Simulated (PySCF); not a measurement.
A side-by-side comparison of computed properties.

First species: C3H9BO3.
Bonds: C1–O2, O2–B3, B3–O4, O4–C5, B3–O6, O6–C7. Hydrogens: H8, H9, H10 on C1; H11, H12, H13 on C5; H14, H15, H16 on C7.

Second species: C7H4ClFO.
SMILES: `O=C(Cl)C1=CC=C(F)C=C1`

Levels: B97-2/pcSseg-2 for dipole moment, HOMO energy, LUMO energy and HOMO–LUMO gap; PBE0-D3(BJ)/def2-TZVP for rotational constant A and rotational constant C. Geometries: PBE0-D3(BJ)/def2-TZVP. Each structure is a single optimised conformer of the isolated species, non-relativistic unless stated; the electronic structure was computed with PySCF and density fitting.

The conformers computed, where there is a choice (atom-mapped SMILES and torsion angles):
- `[CH3:1][O:2][B:3]([O:4][CH3:5])[O:6][CH3:7]`: C1–O2–B3–O4 0°, O2–B3–O4–C5 180°, O2–B3–O6–C7 0°
- `[O:1]=[C:2]([Cl:3])[c:4]1[cH:5][cH:6][c:7]([F:8])[cH:9][cH:10]1`: O1–C2–C4–C5 178°

Which of the two has the higher rotational constant C, and by how much?

The first: 1.365 GHz against 0.514 GHz, a difference of 0.851 GHz.

Which of the two has the higher HOMO–LUMO gap, and by how much?

The first: 8.59 eV against 5.50 eV, a difference of 3.09 eV.

Which of the two has the higher LUMO energy, and by how much?

The first: 0.71 eV against -2.27 eV, a difference of 2.98 eV.

Which of the two has the higher dipole moment, and by how much?

The second: 2.61 D against 0.03 D, a difference of 2.58 D.

Which has the higher HOMO energy?

The second: -7.77 eV against -7.88 eV, a difference of 0.11 eV.

Which of the two has the higher rotational constant A, and by how much?

The second: 3.081 GHz against 2.666 GHz, a difference of 0.415 GHz.

On the first:  Isolated species at its PBE0-D3(BJ)/def2-TZVP geometry (one conformer only).

On the second: In atomic units the dipole is 1.03 e·bohr (1 au = 2.5417 D). Geometry: PBE0-D3(BJ)/def2-TZVP, one conformer, isolated molecule.
